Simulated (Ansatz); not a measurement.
```yaml
crystal:
  periodic: [false, false, false]
  atoms:
    - {symbol: S, position_ang: [0.168385, 1.757306, -0.822117]}
    - {symbol: C, position_ang: [-0.419261, 0.375539, 0.122779]}
    - {symbol: Si, position_ang: [0.711119, -1.063672, 0.387413]}
    - {symbol: S, position_ang: [-1.018551, -1.156660, -0.767332]}
    - {symbol: H, position_ang: [-1.013135, 2.155253, -1.328343]}
    - {symbol: H, position_ang: [-1.092176, 0.644599, 0.931439]}
    - {symbol: H, position_ang: [2.024050, -1.045294, -0.289592]}
    - {symbol: H, position_ang: [0.731469, -1.724270, 1.709854]}
basis:
  gaussian: {orbitals: aug-pcseg-2}
total_charge: 1
magnetization: {spin_polarized: true, initial_magnetization: 1}
hamiltonian: {xc: {name: B2GP-PLYP}}
outputs: {forces: true}
```

```sh
$ ansatz run in.yaml --threads 2 --pin off --events-out ev --progress --plain --max-ram 4352MiB
```

How does Ansatz answer? (An estimate is asked.)

Ansatz gave: The input was rejected before any iteration.
```
Error: YAML parse error: error: line 17 column 1: unknown field `outputs`, expected one of crystal, accuracy, basis, kpoints, hamiltonian, magnetization, projection, total_charge, correlation, batch, efield, external_charges, scf, relax, neb, saddle, md, ramp, phonons, dielectric, real_time, elastic, magnetic_configurations, gw, evaluate, workflow, output, checkpoint, execution
15 | magnetization: {spin_polarized: true, initial_magnetization: 1}
16 | hamiltonian: {xc: {name: B2GP-PLYP}}
17 | outputs: {forces: true}
```
